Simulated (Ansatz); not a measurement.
`[AlH2][O][SiH3]` + `[SiH3][SiH2]BCl` → `[SiH3][O][AlH][SiH3]` + `[SiH3]BCl`  (redistribution)

Program: Ansatz. Geometries: PBE0-D4/def2-TZVP. ΔE: electronic, gas phase. CCSD(T)/CBS is the MP2 limit (def2-TZVPP, def2-QZVPP) plus CCSD(T) − MP2 in def2-TZVPP, frozen cores. This one scheme is used for every species. DFT in def2-TZVPP. Each species was taken in one conformer, which may not be the lowest.

| species | PBE-D4 energy (Eh) |
| --- | --- |
| `[AlH2][O][SiH3]` | -609.89767 |
| `[SiH3][SiH2]BCl` | -1067.15594 |
| `[SiH3][O][AlH][SiH3]` | -900.45530 |
| `[SiH3]BCl` | -776.59695 |

(1) Work out ΔE.

Largest T1 diagnostic among the species: 0.014.

## Answers

(1) ΔE = (-900.45530) + (-776.59695) − (-609.89767) − (-1067.15594) = 0.00136 Eh = +0.9 kcal/mol. CCSD(T)/CBS gives +0.8 kcal/mol.

The D4 term adds +0.8 kcal/mol with B3LYP and +0.4 kcal/mol with PBE0; it sums over pairs of atoms, weighted by their polarisabilities, and B3LYP, whose exchange is more repulsive, gets the larger term.

B3LYP here is the variant with VWN-RPA as its local correlation; programs differ in this.
